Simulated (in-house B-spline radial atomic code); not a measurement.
A run on the niobium ion Nb²⁺ (an excited or competing configuration) that did not converge. Method: scalar-relativistic (X2C) wB97X, spin-polarised, spherical fractional occupations, exact exchange averaged over the configuration, Fermi nucleus of rms radius 4.324 fm; computed with a B-spline radial code for spherical atoms.

Command:
```bash
python run_scf.py task.json out
```
Settings (nuclear radius in fm, mass in u):
```
Z                41
configuration    [Ar] 3d9 4s2 4p6 4d3 5p1
hamiltonian      x2c
method           wb97x
spin_polarised   True
nucleus          fermi
rms_radius       4.324
atomic_mass      92.90637
speed_of_light   137.035999084
exact_exchange   averaged over the configuration
```

First and last ten iterations of the last attempt (damped for 15 steps, keeping 80 % of the old Fock matrix, then DIIS):
```
 iter        energy (Eh)    residual
    1       -3804.002919    4.28e-01
    2       -3808.336360    2.79e-01
    3       -3809.629506    1.81e-01
    4       -3810.272644    1.25e-01
    5       -3810.586406    8.96e-02
    6       -3810.737184    6.37e-02
    7       -3810.808884    4.51e-02
    8       -3810.842786    3.19e-02
    9       -3810.858798    2.27e-02
   10       -3810.866387    1.61e-02
  111       -3810.873515    8.39e-06
  112       -3810.873515    4.12e-06
  113       -3810.873515    2.56e-06
  114       -3810.873515    5.04e-06
  115       -3810.873515    1.33e-06
  116       -3810.873515    4.66e-06
  117       -3810.873515    2.57e-06
  118       -3810.873515    1.84e-06
  119       -3810.873515    4.71e-06
  120       -3810.873515    2.17e-06
 not converged after 120 iterations
```

The smallest residual met was 9.1e-07; the threshold is about 4e-07. Over the last five steps the energy moves by less than 8e-08 hartree, but the orbitals didn't meet the threshold. Time taken, with all properties: 15 s on 1 thread of Intel(R) Xeon(R) 6975P-C, with other jobs on the host.
